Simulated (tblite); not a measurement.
Problem. What does the GFN2-xTB structure of `CSc1ccc([O])cc1` [radical] look like in three dimensions? (Doublet state.)

Solution. 
```
atom  x, y, z in Å
C1     2.8264   -0.4641   -0.7818
S2     1.7720    1.0100   -0.8788
C3     0.2368    0.5057   -0.2330
C4    -0.0461   -0.7904    0.2252
C5    -1.2790   -1.0912    0.7205
C6    -2.3426   -0.1083    0.8002
O7    -3.4584   -0.3796    1.2559
C8    -2.0006    1.2137    0.3078
C9    -0.7658    1.4962   -0.1824
H10    2.4187   -1.2539   -1.4056
H11    3.7956   -0.1568   -1.1620
H12    2.9197   -0.7842    0.2515
H13    0.7129   -1.5574    0.1895
H14   -1.5031   -2.0863    1.0750
H15   -2.7704    1.9691    0.3497
H16   -0.5237    2.4862   -0.5431
```

Orientation and origin are arbitrary. Atoms count from 1 in this order. C3 (carbon bonded to 2 C and S) is planar (angles 124.5°, 119.6° and 115.9°, sum 360.0°, 0.00 Å off the plane of its three neighbours). C5 (carbon bonded to 2 C and H) is planar (angles 122.3°, 120.7° and 117.0°, sum 360.0°, 0.00 Å off the plane of its three neighbours). C8 (carbon bonded to 2 C and H) is planar (angles 121.7°, 121.1° and 117.1°, sum 360.0°, 0.00 Å off the plane of its three neighbours). The C–C distances run from 1.358 Å (C8–C9, aromatic) to 1.452 Å (C6–C8, aromatic), a spread of 0.094 Å.

Bonds between heavy atoms (Å): C1–S2 1.815, S2–C3 1.740, C3–C4 1.404, C4–C5 1.362, C5–C6 1.450, C6–O7 1.235, C6–C8 1.452, C8–C9 1.358, C3–C9 1.410.

Structure optimised with GFN2-xTB, isolated species. This method treats the open shell by occupation alone, without spin polarisation.

Its GFN2-xTB frequencies are all real (lowest 50 cm⁻¹). Torsions: C1–S2–C3–C4 -1°.

One conformer stands for the species.

These are computed values.
